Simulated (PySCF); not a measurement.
Ionisation energy of Pd+ by level of theory

Pd+ [Kr] 4d9 (2D) → Pd(2+) [Kr] 4d8 (3F), as a difference of total energies. Computed with PySCF 2.14 in x2c-QZVPPall, with scalar relativity by spin-free X2C-1e. The calculations carry no spin-orbit coupling.

| method | ionisation energy (eV) |
| --- | --- |
| UHF | 17.426 |
| revPBE | 19.696 |
| CAM-B3LYP | 19.677 |
| wB97M-V | 19.541 |

The reference lies between the lowest fine-structure levels, while these numbers refer to the centres of the terms.

For comparison: 19.43 ± 0.12 eV (semi-empirical (NIST evaluation); NIST Atomic Spectra Database, ionization energies).
